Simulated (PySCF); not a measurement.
All of these have the formula C6H6ClF. Computed with TDDFT B3LYP/def2-SVPD, vertical, gas phase, core orbitals frozen in the response in PySCF 2.14.0, density-fitted response routines. Geometries: GFN2-xTB; one conformer of each isolated species. Triplets are in the Tamm–Dancoff approximation.

A. `C#C[C@@H]1C[C@H](Cl)[C@@H]1F`
B. `C=C/C=C/C(=C\Cl)F`
C. `C(=C1/C(=C)[C@H](C1)F)/Cl`

Lowest singlet levels (six at most, fewer where fewer were computed) with oscillator strengths:

1. 6.42 eV (f 0.000); 6.59 eV (f 0.007); 6.65 eV (f 0.001); 6.80 eV (f 0.021); 6.92 eV (f 0.007); 7.04 eV (f 0.010); T1 5.40 eV
2. 4.79 eV (f 0.249); 5.67 eV (f 0.003); 6.05 eV (f 0.042); 6.06 eV (f 0.012); 6.35 eV (f 0.038); 6.39 eV (f 0.009); T1 2.84 eV
3. 4.36 eV (f 0.897); 5.34 eV (f 0.137); 5.62 eV (f 0.001); 5.89 eV (f 0.000); 6.11 eV (f 0.000); 6.34 eV (f 0.042); T1 2.37 eV

Question: Match each spectrum to its molecule.

Answer: 1 = A, 2 = C, 3 = B.
- A: S1 at 6.42 eV, HOMO→LUMO+2 (41%), HOMO→LUMO (35%); Löwdin shares by element: HOMO carbon 75% or more, chlorine 8% (atoms not listed hold the other 17%); LUMO carbon 35% or more, chlorine 20% (atoms not listed hold the other 45%); HOMO -7.71 and LUMO -0.16 eV.
- B: S1 at 4.36 eV, HOMO→LUMO (96%); Löwdin shares by element: HOMO carbon 47% or more, chlorine 13% (atoms not listed hold the other 40%); LUMO carbon 66% or more (atoms not listed hold the other 34%); HOMO -6.30 and LUMO -2.11 eV; point group Cs, 2 of its 6 listed states under f = 0.0005.
- C: S1 at 4.79 eV, HOMO→LUMO (96%); Löwdin shares by element: HOMO carbon 59% or more, chlorine 18% (atoms not listed hold the other 22%); LUMO carbon 71% or more (atoms not listed hold the other 29%); HOMO -6.72 and LUMO -1.87 eV.
